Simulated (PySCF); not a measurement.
Gas-phase reaction: SnF4 + SnH2F2 → 2 SnHF3, at 600 K and a standard pressure of 1 bar. Level: M06-2X/def2-TZVP†.

Computed with PySCF and rigid-rotor harmonic-oscillator thermochemistry at 1 bar. † marks an energy on the PBE0/def2-TZVP geometry and frequencies. All species are closed-shell singlets. Sn: scalar-relativistic def2 core potential, no spin-orbit coupling. SnH2F2, SnHF3: computed as isolated molecules; such fragments, hydroxides, amides, oligomers or adducts are transient or little studied in the gas. The harmonic model lacks anharmonicity and excited electronic states, which grow with temperature; levels with a mode under 35 cm⁻¹ are left out.

```json
[
 {"species": "SnF4", "E (Ha)": "-613.78153", "H(600 K) − E (kJ/mol)": "69.4", "S°(600 K) (J/mol/K)": "390.8"},
 {"species": "SnH2F2", "E (Ha)": "-415.19172", "H(600 K) − E (kJ/mol)": "84.2", "S°(600 K) (J/mol/K)": "346.5"},
 {"species": "SnHF3", "E (Ha)": "-514.49256", "H(600 K) − E (kJ/mol)": "76.8", "S°(600 K) (J/mol/K)": "373.2"}
]
```
E: electronic energy; H − E holds the zero-point and thermal terms. 1 Ha = 2625.5 kJ/mol.

Problem. Work out ΔH°, ΔS°, ΔG° and log10 K from these numbers.

Solution. 1. ΔE = 2×(-514.49256) − 1×(-613.78153) − 1×(-415.19172) = -0.01187 Ha = -31.2 kJ.
2. Δ(H − E) = 2×(76.8) − 1×(69.4) − 1×(84.2) = -0.0 kJ, so ΔH° = -31.2 kJ.
3. ΔS° = 2×(373.2) − 1×(390.8) − 1×(346.5) = 9.1 J/K; the number of gas molecules stays the same.
4. ΔG° = ΔH° − TΔS° = -31.2 − 600×(9.1)/1000 = -36.7 kJ.
5. log10 K = −ΔG°/(RT ln 10) = 3.19, with RT ln 10 = 11.49 kJ/mol; at standard pressures the products are favoured.
6. A shift of 10 kJ in ΔE would move log10 K by 0.87 here.
For scale, ΔH°(298 K) is -32 kJ at this level, -29 kJ at ωB97M-V/def2-TZVP†, and runs from -41 to -25 kJ over the 18 levels computed.
